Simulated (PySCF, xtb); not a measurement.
Be(H)(Me) (CH₄Be), SMILES [BeH][CH3].

GFN2-xTB run with xtb at its own geometry gives an orbital gap of 5.13 eV and a dipole moment of 0.66 D.

The structure is a stationary point at PBE0-D3(BJ)/def2-TZVPD.

Question: What does B3LYP/def2-TZVPD run with PySCF give? (The exact figures need the calculation; the answer reports its results.)

Answer: gap 7.66 eV (levels -8.18 and -0.52 eV), dipole 0.57 D.
